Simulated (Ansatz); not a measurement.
Hf, charge -1, doublet (a state made from the parent by changing its charge; the spin is typed, not shown lowest) (core potentials on Hf) (a gas-phase anion, which may not be bound at this level); B3LYP/def2-SVP (Ansatz, a first-principles code).

Here is a job for Ansatz.
Ansatz 0.2 input:
```yaml
crystal:
  periodic: [false, false, false]
  atoms:
    - {symbol: Hf, position_ang: [0.00000000, 0.00000000, 0.00000000]}
basis:
  gaussian:
    orbitals: def2-SVP
hamiltonian:
  xc: b3lyp
total_charge: -1
magnetization: {spin_polarized: false, initial_magnetization: 1}
```

It wrote (shortened):

```
Functional definition: B3LYP
315 factors; their error is unknown
mean field evaluation 1: about -1292.0571 eV, gradient 2.6e1 eV
mean field evaluation 2: about -1274.0379 eV, gradient 5.8e1 eV
mean field evaluation 4: about -1299.2426 eV, gradient 1.8e1 eV
mean field evaluation 8: about -1301.1735 eV, gradient 4.4e0 eV
mean field evaluation 16: about -1301.3187 eV, gradient 1.8e-3 eV
mean field evaluation 32: about -1301.7409 eV, gradient 4.7e-3 eV
mean field evaluation 64: about -1301.0636 eV, gradient 5.3e0 eV
mean field evaluation 96: about -1297.8155 eV, gradient 1.8e1 eV
mean field evaluation 128: about -1299.7151 eV, gradient 2.0e0 eV
mean field evaluation 160: about -1301.7362 eV, gradient 5.6e-2 eV
mean field evaluation 192: about -1301.7363 eV, gradient 3.3e-6 eV
mean field -1301.73626460 eV, -47.8379253755 hartree, gradient 9.4e-6 eV, S^2 0.750000; 8 other end points of the search recorded, 0 dependent functions left out
reference -1301.73639625 eV, -47.8379302134 hartree; 7, 6 occupied and 25, 26 virtual orbitals, 315 factors
Total energy: -1301.73639625 eV, -47.8379302134 hartree
```
